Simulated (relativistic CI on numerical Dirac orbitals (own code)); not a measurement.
# Line list: Electric-dipole lines, Ca X

These numbers are calculated, not measured: Dirac-Coulomb-Breit CI, separate exchange-only KLI orbitals for each configuration, model QED (radiative potential, 1s self-energy scaled to tabulated hydrogen-like ionisation energies), unscaled Slater integrals (own radial code, finite nucleus).

Configurations in the expansion (outside the closed core [Ne]): 3s, 3p, 3d, 4s, 4p, 4d, 4f, 5s, 5p, 5d, 5f, 5g, 6s, 6p, 6d. Levels of other configurations are missing.

```
λ vac (Å)            Lower            Upper   A (s⁻¹)  E lower (cm⁻¹)  E upper (cm⁻¹)
   118.81    3d 2D_3/2 [4]  5f 2F°_5/2 [18]  5.56e+10          417577         1259281
   118.85    3d 2D_5/2 [5]  5f 2F°_7/2 [19]  5.94e+10          417937         1259317
   124.20   3p 2P°_3/2 [3]   4d 2D_5/2 [10]  4.70e+10          179461          984646
   168.22    3d 2D_3/2 [4]  4f 2F°_5/2 [11]  1.43e+11          417577         1012047
   168.30    3d 2D_5/2 [5]  4f 2F°_7/2 [12]  1.53e+11          417937         1012119
   363.89    4d 2D_3/2 [9]  5f 2F°_5/2 [18]  2.33e+10          984472         1259281
   364.07   4d 2D_5/2 [10]  5f 2F°_7/2 [19]  2.50e+10          984646         1259317
   403.12  4f 2F°_5/2 [11]   5g 2G_7/2 [20]  4.12e+10         1012047         1260115
   403.19  4f 2F°_7/2 [12]   5g 2G_9/2 [21]  4.27e+10         1012119         1260138
   411.28   3p 2P°_1/2 [2]    3d 2D_3/2 [4]  8.67e+09          174435          417577
   419.33   3p 2P°_3/2 [3]    3d 2D_5/2 [5]  9.85e+09          179461          417937
   557.22    3s 2S_1/2 [1]   3p 2P°_3/2 [3]  3.80e+09               0          179461
   1137.7   4p 2P°_1/2 [7]    4d 2D_3/2 [9]  1.74e+09          896575          984472
   1160.3   4p 2P°_3/2 [8]   4d 2D_5/2 [10]  1.98e+09          898465          984646
   1458.6    4s 2S_1/2 [6]   4p 2P°_3/2 [8]  8.01e+08          829908          898465
   2378.8  5p 2P°_1/2 [14]   5d 2D_3/2 [16]  5.27e+08         1203000         1245037
   2426.2  5p 2P°_3/2 [15]   5d 2D_5/2 [17]  5.98e+08         1203917         1245134
   3015.5   5s 2S_1/2 [13]  5p 2P°_3/2 [15]  2.44e+08         1170755         1203917
   4272.2  6p 2P°_1/2 [23]   6d 2D_3/2 [25]  2.01e+08         1362033         1385440
   4357.0  6p 2P°_3/2 [24]   6d 2D_5/2 [26]  2.28e+08         1362547         1385499
```

Terms are leading LS components. Brackets give the number of a level in order of energy, since labels repeat. The list gives strong lines, with weight on those to low levels, without lines whose two gauges differ by over a factor of 2.5. Levels whose partners in the same complex of configurations lie outside the list can be far off, and so can their lines. Rates are taken at the computed energies, electric ones in the length gauge.

At this charge energies of transitions that change n are usually good to better than 1 %, and those within a shell (Δn = 0) to a few per cent.
